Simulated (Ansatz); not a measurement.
Reaction (isomerisation): `OCC(F)[SiH3]` → `COC[SiH2]F`

Isolated molecules relaxed with PBE0-D4/def2-TZVP in Ansatz; ΔE leaves out vibrations. CCSD(T)/CBS is the MP2 limit (def2-TZVPP, def2-QZVPP) plus CCSD(T) − MP2 in def2-TZVPP, frozen cores. Functionals use def2-TZVPP. B3LYP here is the variant with VWN-RPA as its local correlation; programs differ in this. Each species was taken in one conformer, which may not be the lowest.

| level | ΔE (kJ/mol) | difference from CCSD(T)/CBS |
| --- | --- | --- |
| PBE-D4 | -144.8 | 13.7 |
| r2SCAN-D4 | -154.5 | 4.0 |
| PBE0-D4 | -149.0 | 9.5 |
| B3LYP-D4 | -157.0 | 1.5 |
| ωB97X-V | -151.1 | 7.4 |
| ωB97M-V | -152.7 | 5.8 |
| B2PLYP | -161.0 | -2.5 |
| PBE | -145.7 | 12.8 |
| r2SCAN | -154.6 | 3.9 |
| PBE0 | -149.7 | 8.8 |
| B3LYP | -158.5 | 0.0 |
| HF/def2-TZVPP | -166.2 | -7.7 |
| MP2/def2-TZVPP | -163.8 | -5.3 |
| SCS-MP2/def2-TZVPP | -163.1 | -4.6 |
| CCSD/def2-TZVPP | -158.0 | 0.5 |
| CCSD(T)/def2-TZVPP | -156.2 | 2.3 |
| HF/def2-QZVPP | -169.2 | -10.7 |
| MP2/def2-QZVPP | -166.2 | -7.7 |
| SCS-MP2/def2-QZVPP | -165.5 | -7.0 |
| HF/CBS(def2) | -169.6 | -11.1 |
| MP2/CBS(def2) | -166.2 | -7.7 |
| CCSD/CBS(def2) | -160.3 | -1.8 |
| CCSD(T)/CBS | -158.5 | 0 |

Largest T1 diagnostic among the species: 0.012.

From PBE to PBE0 (25 % exact exchange), in def2-TZVPP and without D4, ΔE moves by −3.9 kJ/mol.
